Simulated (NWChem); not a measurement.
# CH3BrOSi, singlet; SMILES CO[Si]Br

```xyz
7

Si     1.2186    -0.6380     0.0001
Br    -0.1593     1.2282     0.0000
O      0.1365    -1.9048    -0.0003
C     -1.2727    -2.0709     0.0001
H     -1.7987    -1.0925    -0.0042
H     -1.5700    -2.6524    -0.8969
H     -1.5707    -2.6445     0.9019
```
Atoms are numbered in this order, from 1.

All runs: NWChem. Pople sets run with spherical d functions. Low-valent species are run as closed-shell singlets; no triplet was tried in these runs. Structure relaxed at the PBE-D3(BJ)/def2-SVP level.

For level HCTH/407/6-31G*:

```
Quantity                     Result
---------------------------  ------
highest occupied level (eV)   -6.48
orbital gap (eV)               3.53
```

Question: How do the values read with level PW6B95/6-31G* instead?

Answer: 
- highest occupied level (eV): -7.50
- orbital gap (eV): 5.46
